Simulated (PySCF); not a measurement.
BP86 on S⁻ (sulfur, charge -1), [Ne] 3s2 3p5, 2P determinant. All numbers are calculated (PySCF 2.14, scalar relativity by spin-free X2C-1e, in x2c-QZVPPall with one added diffuse shell each of s, p, d, f type (10s7p5d3f1g, 86 functions)).

```
cycle= 1 E= -399.345947228519  delta_E= -0.0143  |g|= 0.0151  |ddm|= 0.159
cycle= 2 E= -399.346053416671  delta_E= -0.000106  |g|= 0.00629  |ddm|= 0.0176
cycle= 3 E= -399.346049677316  delta_E= 3.74e-06  |g|= 0.00714  |ddm|= 0.0134
cycle= 4 E= -399.346082630476  delta_E= -3.3e-05  |g|= 0.000395  |ddm|= 0.00729
cycle= 5 E= -399.346082839805  delta_E= -2.09e-07  |g|= 8.45e-05  |ddm|= 0.000843
cycle= 6 E= -399.346082847807  delta_E= -8e-09  |g|= 1.88e-05  |ddm|= 0.000177
cycle= 7 E= -399.346082848134  delta_E= -3.27e-10  |g|= 2.78e-06  |ddm|= 2.74e-05
converged SCF energy = -399.346082848134  <S^2> = 0.75457457  2S+1 = 2.0045694
```

Highest occupied orbital energy: 0.986 eV; ⟨L²⟩ = 2.03; populations by l: s 6.00, p 11.00, d 0.00, f 0.00.

Can this result be used?

With care. The run converged. At BP86 the highest occupied level has a positive energy, so only the finite basis holds that electron; in a semilocal or global hybrid functional this comes from self-interaction and does not mean that the real anion is unbound.
